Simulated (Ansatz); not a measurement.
H$_{4}$HfO$_{4}$ (SMILES [OH][Hf]([OH])([OH])[OH]), singlet, at a GFN2-xTB geometry (such geometries of metal compounds can be far from the true shape) (core potentials on Hf); PBE/def2-SV(P) (Ansatz, a first-principles code).

The Ansatz input:
Ansatz 0.2 input:
```yaml
crystal:
  periodic: [false, false, false]
  atoms:
    - {symbol: Hf, position_ang: [-0.00000000, -0.00000000, -0.00000000]}
    - {symbol: O, position_ang: [1.79081072, -0.22160625, -0.50114263]}
    - {symbol: H, position_ang: [2.00040917, 0.32543936, -1.26752251]}
    - {symbol: O, position_ang: [0.09737753, 0.18678386, 1.86088304]}
    - {symbol: H, position_ang: [1.01629506, 0.22252876, 2.15215851]}
    - {symbol: O, position_ang: [-0.59378873, 1.36890887, -1.13170657]}
    - {symbol: H, position_ang: [-1.45429680, 1.15011577, -1.50877946]}
    - {symbol: O, position_ang: [-1.29439952, -1.33408649, -0.22803385]}
    - {symbol: H, position_ang: [-1.56240743, -1.69808389, 0.62414347]}
basis:
  gaussian:
    orbitals: def2-SV_P_.json
hamiltonian:
  xc: pbe
```
The basis file holds def2-SV(P) in the JSON format of the Basis Set Exchange.

Output, abridged:

```
Functional definition: PBE
1062 factors; their error is unknown
mean field evaluation 1: about -9526.9969 eV, gradient 1.1e2 eV
mean field evaluation 2: about -9405.0809 eV, gradient 2.6e2 eV
mean field evaluation 4: about -9549.3492 eV, gradient 9.7e0 eV
mean field evaluation 8: about -9549.5908 eV, gradient 6.8e-2 eV
mean field evaluation 16: about -9549.5223 eV, gradient 2.4e-5 eV
mean field -9549.52230852 eV, -350.9384719393 hartree, gradient 9.3e-6 eV, S^2 0.000000; 0 other end points of the search recorded, 0 dependent functions left out
reference -9549.52238575 eV, -350.9384747776 hartree; 24, 24 occupied and 65, 65 virtual orbitals, 1062 factors
Total energy: -9549.52238575 eV, -350.9384747776 hartree
```
